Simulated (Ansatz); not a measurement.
Relaxation of As2Se with RKS PBE0-D4/def2-TZVP.

```sh
$ ansatz run in.yaml --threads 4 --pin off --events-out ev --progress --plain --max-ram 3916MiB
```

```yaml
crystal:
  periodic: [false, false, false]
  atoms:
    - {symbol: As, position_ang: [0.394420, -0.074660, 0.021170]}
    - {symbol: As, position_ang: [-0.191300, -1.070490, -1.764780]}
    - {symbol: Se, position_ang: [-0.203130, 1.145150, 1.743600]}
basis:
  gaussian: {orbitals: def2-TZVP}
hamiltonian: {xc: pbe0, dispersion: d4}
scf: {lower_state_search: "off"}
output: {orbitals: {seedname: orbitals}}
relax: {f_tol: 0.02, max_steps: 100}
```

It took 21 s on 4 threads of Intel Xeon Platinum 8259CL on a shared host.

Positions (Å) and forces (eV/Å) at steps 1, 2, 3, 4, 6 of 6:

```xyz
3
step=1 energy=-187009.7523 eV
As    0.394   -0.075    0.021   -0.827    0.294    0.174
As   -0.191   -1.070   -1.765    0.376    0.026    0.175
Se   -0.203    1.145    1.744    0.451   -0.320   -0.348
3
step=2 energy=-187009.8710 eV
As    0.261   -0.050    0.014   -0.538    0.006   -0.180
As   -0.125   -1.102   -1.791    0.285    0.175    0.378
Se   -0.137    1.151    1.777    0.253   -0.181   -0.198
3
step=3 energy=-187009.9586 eV
As    0.068   -0.022   -0.010   -0.122    0.106    0.126
As   -0.026   -1.125   -1.793    0.058    0.005    0.028
Se   -0.042    1.147    1.803    0.064   -0.111   -0.153
3
step=4 energy=-187009.9652 eV
As    0.000   -0.008   -0.013    0.001   -0.085   -0.134
As    0.008   -1.130   -1.788    0.000    0.045    0.072
Se   -0.008    1.138    1.802    0.000    0.039    0.062
3
step=6 energy=-187009.9655 eV
As    0.000   -0.010   -0.015    0.000   -0.003   -0.004
As    0.008   -1.130   -1.788    0.000    0.003    0.005
Se   -0.008    1.139    1.803    0.000   -0.001   -0.001
```

The restricted singlet is unstable towards broken spin symmetry in Hartree–Fock (as tested in another run); at PBE0-D4/def2-TZVP this wasn't settled. Another isomer (singlet) lies 0.80 eV lower at PBE0-D4/def2-TZVP; other spin states weren't run for this one.
